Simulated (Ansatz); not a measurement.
Cl3F3W (`[F][W]([F])([F])([Cl])([Cl])[Cl]`), relaxed with RKS PBE0-D4/def2-TZVP in the Gaussian-basis code of Ansatz from a GFN2-xTB geometry. The force threshold is 0.005 eV/Å; the program also tests the step.

The species carries charge 0 and has multiplicity 1. W: def2 effective core potential.

Start:

```xyz
7

F     0.411   -1.489   -1.046
W     0.002   -0.009   -0.008
F    -1.529   -0.876    0.473
F     1.567    0.728   -0.579
Cl   -0.492    1.773    1.256
Cl   -1.070    0.879   -1.824
Cl    1.111   -1.005    1.728
```

Q: How much energy does the relaxation release, and in how many steps? (An estimate is asked.)

A: The calculation gave: 0.52 kcal/mol, in 4 steps.

Q: Which bonds change most? (Estimate.)

A: Ansatz gave: W2–Cl5 from 2.241 to 2.267 Å; W2–F4 from 1.822 to 1.840 Å; W2–F3 from 1.823 to 1.840 Å; W2–Cl7 from 2.288 to 2.277 Å.

Q: Give the relaxed structure. (An estimate is asked.)

A: The calculation gave: 
```xyz
7

F     0.417   -1.499   -1.055
W     0.007   -0.024   -0.017
F    -1.550   -0.862    0.495
F     1.579    0.758   -0.568
Cl   -0.496    1.784    1.255
Cl   -1.065    0.862   -1.820
Cl    1.108   -1.018    1.710
```
